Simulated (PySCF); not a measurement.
MoBr5, SMILES [Br][Mo]([Br])([Br])([Br])[Br] (connectivity only; charge and spin as stated), neutral, multiplicity 2.

Geometry optimised at B3LYP-D3(BJ)/def2-SVP. The spin state was assumed, not searched. The def2 effective core potentials stand for the cores of Mo; spin–orbit coupling is left out.

Two levels are set side by side: PBE/def2-TZVP (PySCF) and PBE0/def2-TZVP (PySCF). Same geometry, gas phase. Differences are taken from unrounded values.

```tsv
quantity	PBE
α-spin orbital gap (eV)	0.11
β-spin orbital gap (eV)	1.33
dipole moment (D)	0.90
```

**Question.** These are the PBE values. What does PBE0 give? (The exact figures need the calculation; the answer reports its results.)

**Answer.** 
| quantity | PBE0 | PBE minus PBE0 |
|---|---|---|
| α-spin orbital gap (eV) | 2.22 | -2.11 |
| β-spin orbital gap (eV) | 3.08 | -1.76 |
| dipole moment (D) | 0.96 | -0.06 |

Rough cost on one machine, each run with all the roots and properties that it gave: PBE0 against PBE within a factor of 2.
